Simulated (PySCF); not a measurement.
Rb2F2: from structure and modes to constants

Method: PBE0/[Rb def2-TZVP with ECP28, F def2-TZVP], scalar-relativistic core potentials, density fitting, no spin–orbit coupling, PySCF.

The singlet minimum has D2h symmetry. Masses (u): Rb 84.91179, F 18.99840.

```xyz
4
charge 0 multiplicity 1, angstrom
Rb   -1.8959    0.0000    0.0000
Rb    1.8959    0.0000    0.0000
F     0.0000   -1.6748    0.0000
F     0.0000    1.6748    0.0000
```

Harmonic wavenumbers (cm⁻¹): 90.6 (b3u, ×1), 102.0 (ag, ×1), 234.6 (b3g, ×1), 242.4 (b2u, ×1), 260.9 (ag, ×1), 282.0 (b1u, ×1).

(1) Find the principal moments of inertia and the rotational constants. What kind of rotor is it?

(2) Give the standard entropy (298.15 K, 1 bar) by its translational, rotational, vibrational and spin parts, and Cp.

Answers

(1) About the centre of mass I = 106.58, 610.41, 716.99 u Å². With B = 16.8576/I this gives 0.1582, 0.02762, 0.02351 cm⁻¹. The molecule is an asymmetric top with κ = -0.94.

(2) Sackur–Tetrode with M = 207.82 u gives 175.4; rotation with symmetry number 4 gives 110.4; vibration 58.0; spin R ln 1 = 0.0. The total is 343.8 J/(mol K), and Cp = 4 R + 45.7 = 78.9 J/(mol K).

Other isomers or separated fragments may lie lower.
